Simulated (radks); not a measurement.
Values are calculated unless marked as measured or tabulated.
Ionisation of the lutetium ion Lu2+, [Xe] 4f14 6s1, to Lu3+, [Xe] 4f14, under several functionals. Scalar-relativistic Kohn-Sham, spin-polarised, spherical densities, finite nucleus; open shells are filled with parallel spins first (spin-orbit coupling, left out, can overturn this in heavy ions); a radial shooting solver on a logarithmic mesh with Libxc functionals. Known Delta-SCF values: exchange-only r2SCAN 20.237 eV. What does BP86 give, and what is its highest occupied eigenvalue?

Answer. 21.297 eV by Delta-SCF; the 6s eigenvalue is -18.212 eV. NIST: 20.959 eV (measured).
